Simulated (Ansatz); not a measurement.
Cost and result up the ladder for CrBr2 (3 atoms). The state is a quintet with charge 0. Geometry: PBE-D4/def2-TZVP.

```xyz
3

Cr    0.0000    0.0001   -0.0001
Br   -2.2104   -0.4978    0.5279
Br    2.2105    0.4977   -0.5278
```

Ansatz on 2 threads of Intel Xeon Platinum 8259CL on a shared host. Times are rough, and most runs start from the orbitals of an earlier one. ωB97X-V/def2-TZVP serves as the yardstick here, not as an exact answer. Differences are given only for rows in sets of like size (and for xTB, whose basis is part of the method), since another set adds its own error. Binding counts from free atoms at the same level (Cr septet, Br doublet; other spins of the atoms weren't run), without zero-point energy or a counterpoise term.

The 6-31G sets use Cartesian d functions. LC-ωPBE has ω = 0.4 bohr⁻¹. Correlated methods freeze 23 core orbitals; core or outer-core shells of Cr, Br are correlated, in sets that lack core-valence functions. The rows differ in basis, and correlated rows in double-zeta sets carry the largest basis error. HOMO above LUMO, or a gap near zero within one spin, warns that the state may not be the lowest or that an electron is smeared out.

Run but left out: LDA (SPW92)/def2-TZVP (an occupied level 0.16 eV above an empty one).

Correlated methods converge slowly with the basis, most of all in double-zeta sets.

| level | functions | wall time | binding energy per atom (eV) | difference from ωB97X-V/def2-TZVP (eV) | remarks |
| --- | --- | --- | --- | --- | --- |
| HF/6-31G | 87 | 6 s | 1.83 | – | – |
| MP2/def2-TZVP | 141 | 16 s | 2.08 | -0.19 | – |
| CCSD(T)/def2-SVP | 95 | 19 s | 2.05 | – | – |
| PBE-D4/def2-TZVP | 141 | 20 s | 2.28 | 0.01 | gap within one spin near zero |
| PBE-D4/def2-TZVPD | 162 | 23 s | 2.29 | 0.01 | gap within one spin near zero |
| r2SCANh-D4/def2-TZVP | 141 | 32 s | 2.19 | -0.08 | – |
| r2SCAN-D4/def2-TZVP | 141 | 35 s | 2.23 | -0.04 | – |
| PBE0-D4/def2-TZVPD | 162 | 49 s | 2.18 | -0.09 | – |
| B2PLYP/def2-TZVP | 141 | 55 s | 2.14 | -0.14 | – |
| BHLYP-D4/def2-TZVP (with forces) | 141 | 62 s | 2.20 | -0.08 | – |
| CAM-B3LYP-D4/def2-TZVP | 141 | 65 s | 2.21 | -0.06 | – |
| LC-ωPBE/def2-TZVP | 141 | 74 s | 2.13 | -0.14 | – |
| B97M-V/def2-TZVP | 141 | 1.8 min | 2.10 | -0.17 | spin-contaminated (⟨S²⟩ 6.12) |
| ωB97X-V/def2-TZVP | 141 | 2.7 min | 2.27 | 0.00 | – |
